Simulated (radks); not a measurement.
Task: The bromine ion Br10+ is in [Ar] 3d7. Method: non-relativistic Kohn-Sham, PBE, spin-polarised, spherical densities, point nucleus; computed with a radial shooting solver on a logarithmic mesh with Libxc functionals. Open shells are filled with parallel spins first. One electron is removed from 3s, 3p, 2p, 3d in turn, with full relaxation. Which removal costs least, and what does each cost?

Result: 3d 302.53 eV; 3p 405.19 eV; 3s 463.46 eV; 2p 1804.6 eV. The 3d electron leaves first.
